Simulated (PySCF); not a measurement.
A structure optimised at PBE0-D3(BJ)/def2-SVP, used in a PySCF frequency run:

```xyz
8

O     -1.2574     0.8416    -1.2502
Sn     0.0124     0.0147    -0.0147
O      0.8843     1.3651     1.0984
O      1.3363    -1.0499    -0.9822
F     -0.9753    -1.1717     1.1482
H     -1.7361     0.1798    -1.7654
H      0.2435     1.8675     1.6175
H      1.9473    -1.4928    -0.3797
```
Charge 0, spin multiplicity 1.

Problem. Write its SMILES and formula.

Solution. [OH][Sn]([OH])([OH])[F], FH3O3Sn

Problem. What are its rotational constants (standard atomic weights)?

Solution. 2.7995, 2.7966, 2.7416 GHz
